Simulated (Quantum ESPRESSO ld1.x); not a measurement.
Q: Rh4+, 41 electrons, occupied as [Kr] 4d5. Method: non-relativistic Kohn-Sham, LDA (Slater exchange, VWN5 correlation), spin-unpolarised, spherical densities, point nucleus; relativity is left out, which matters for an element this heavy; computed with ld1.x of Quantum ESPRESSO 7.5. Some entries of the table are withheld. Estimate them.

| orbital | occ. | eigenvalue (eV) | <r^2> (bohr^2) | <r> (bohr) |
|---|---|---|---|---|
| 1s | 2 | -22399.072 | 0.001536 | 0.03388 |
| 2s | 2 | -3233.681 | 0.02553 | 0.1474 |
| 2p | 6 | -3003.740 | 0.01933 | 0.1260 |
| 3s | 2 | -619.718 | (1) | 0.4037 |
| 3p | 6 | -528.563 | 0.1823 | 0.3963 |
| 3d | 10 | -359.996 | 0.1634 | 0.3700 |
| 4s | 2 | (2) | 1.114 | (3) |
| 4p | 6 | (4) | 1.286 | (5) |
| 4d | 5 | -55.389 | (6) | 1.298 |
| 5s | 0 | -39.726 | 6.056 | 2.330 |
| 5p | 0 | -32.254 | 7.573 | 2.602 |

A: 
(1) 3s <r^2> (bohr^2): 0.1863
(2) 4s eigenvalue (eV): -129.389
(3) 4s <r> (bohr): 0.9928
(4) 4p eigenvalue (eV): -101.050
(5) 4p <r> (bohr): 1.062
(6) 4d <r^2> (bohr^2): 1.966
